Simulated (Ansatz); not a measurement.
The first iterations of a band of AsBH₆Si (9 atoms, charge 0, multiplicity 1).

Computed with Ansatz, RKS PBE/def2-SVP.

* movable images: 7
* climbing image: yes
* spring: 5.0 eV/Å²
* optimiser: quadratic models (default)
* start path: through a guess of the saddle point
* force threshold: 0.05 eV/Å
* iteration limit: 60
* end points: relaxed

Image 0:

```xyz
9
Properties=species:S:1:pos:R:3
Si -0.667 1.043 -0.860
B 0.383 -0.602 -0.357
As 0.208 -1.492 1.403
H -1.515 0.826 -2.090
H 0.325 2.134 -1.195
H -1.560 1.560 0.239
H 1.028 -1.195 -1.202
H 1.633 -1.963 1.691
H 0.164 -0.310 2.370
```

Image 8:

```xyz
9
Properties=species:S:1:pos:R:3
Si -1.048 0.306 -0.298
B 1.030 0.144 0.380
As -0.334 -1.344 1.134
H -1.369 0.020 -1.734
H 0.467 0.980 -0.542
H -1.746 1.520 0.230
H 1.906 -0.307 -0.331
H -0.192 -2.268 -0.096
H 1.285 0.949 1.257
```

| iteration | highest image above the first end (eV) | largest band force component (eV/Å) |
| --- | --- | --- |
| 1 | 2.246 | 4.552 |
| 2 | 1.191 | 2.047 |
| 3 | 0.924 | 0.809 |
| 4 | 0.804 | 0.711 |

Does the band converge within its limit, and where does its top end?

The forces met the threshold. It ended after 12 iterations with the highest image 0.610 eV above the first end. A vibrational analysis at the climbing image gives one clearly imaginary mode, 500i cm⁻¹: a first-order saddle point. The orbitals stay closed-shell, which can raise the energy where a bond breaks towards radicals; this wasn't checked here.

Run time: 88 s on 2 threads of AMD EPYC 7R13 Processor (Zen 3), with other jobs on the host, peak memory 0.16 GiB.
